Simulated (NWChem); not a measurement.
Species: C5H5F; SMILES C#C/C=C(\F)C

**Question.** Give the equilibrium geometry at PBE0/def2-SVP (NWChem) as a Z-matrix, with the point group.

**Answer.** point group Cs; any orientation.
```
C
F 1 1.3306
C 1 1.3439 2 119.84
H 3 1.0935 1 117.48 2 180.00
C 3 1.4180 4 118.16 1 180.00
C 5 1.2141 4 151.75 3 180.00
H 6 1.0741 4 162.39 3 180.00
C 1 1.4818 2 112.97 3 180.00
H 8 1.0967 1 111.26 2 180.00
H 8 1.1020 9 109.01 1 -121.73
H 8 1.1020 9 109.01 10 -116.54
```
